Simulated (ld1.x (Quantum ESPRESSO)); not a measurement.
**Building the ultrasoft potential for oxygen (O) (PBE, non-relativistic).**

- Element: oxygen (O)
- Generator: ld1.x (Quantum ESPRESSO) 7.5
- Type: ultrasoft
- Functional: PBE
- Relativity: non-relativistic
- Frozen core: none
- Valence charge: 8
- Reference configuration: 1s2 2s1 2p5
- Partial waves: 1s (bound): rcut 0.30, rcutus 0.35 bohr; 2s (bound): rcut 0.30, rcutus 0.35 bohr; 2p (bound): rcut 0.90, rcutus 1.25 bohr; 2p channel at -0.15 Ry: rcut 0.90, rcutus 1.25 bohr; 3d channel at 0.45 Ry: rc 1.40 bohr
- Local potential: the d channel
- Core correction: none
- Augmentation charge: PSQ, inside the norm-conserving radii

All-electron outer shells of the reference configuration (PBE, non-relativistic, ld1.x):

```
shell  level (eV)  outermost node (bohr)  outermost maximum (bohr)
   1s     -514.96                      –                      0.13
   2s      -24.37                   0.28                      0.87
   2p       -9.45                      –                      0.82
```

Calculated quality:

* Configuration tests: 4 of 7 tests not solved or not reliable; not counted: 1s2 2s2 2p4.3 (solver errors, printed error -944 eV); 1s2 2s2 2p1 (solver errors, printed error +110 meV); 1s2 2s2 2p0 (solver errors, printed error +92.6 eV)
* Lowest eigenvalue of the overlap operator: 0.57 (s channel)
* Density cutoff estimated by the generator: 3011 Ry

A Bessel basis up to 400 Ry misses an occupied level by 0.13 Ry, so cutoffs and ghosts were not judged.

Generation and tests took about 4.1 s on one core of a shared server CPU.
